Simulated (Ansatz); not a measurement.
```xyz
11

C     0.655    1.840   -1.083
Al    0.098    0.229   -0.149
C     0.037   -0.986    1.316
C    -0.868   -1.397    0.073
H     0.616    1.715   -2.167
H     1.665    2.143   -0.799
H    -0.018    2.663   -0.822
H    -0.520   -0.780    2.230
H     0.847   -1.682    1.531
H    -1.937   -1.417    0.282
H    -0.573   -2.327   -0.412
```

The species carries charge 0 and has multiplicity 1.

**Question.** List the ωB97M-V/def2-TZVPP orbital energies in eV (Ansatz 0.2.0). (Best estimate.)

**Answer.** Computed: Occupied: -1531.45, -281.10, -280.37, -280.37, -116.13, -75.82, -75.62, -75.57, -22.82, -22.05, -18.43, -14.29, -14.10, -13.88, -13.83, -11.97, -11.71, -9.61, -7.78. Lowest empty: 0.86, 1.15, 2.43, 2.92, 3.82, 4.32, 4.37, 4.55.
